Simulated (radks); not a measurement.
Results of a calculation; reference values are marked as such.
Problem. Neutral osmium: order these configurations by energy. Code: a radial shooting solver on a logarithmic mesh with Libxc functionals. Model: scalar-relativistic Kohn-Sham, PBE, spin-polarised, spherical densities, finite nucleus; Fermi nuclear charge, rms radius of each element as measured or else 0.836 A^(1/3) + 0.57 fm. Open shells are filled with parallel spins first. [Xe] 4f14 5d5 6s2 6p1; [Xe] 4f14 5d6 6s1 6p1; [Xe] 4f14 5d6 6s2; [Xe] 4f14 5d7 6s1.

Solution. From the lowest, in eV above it: [Xe] 4f14 5d6 6s2 0.000; [Xe] 4f14 5d7 6s1 0.753; [Xe] 4f14 5d6 6s1 6p1 3.407; [Xe] 4f14 5d5 6s2 6p1 3.927.
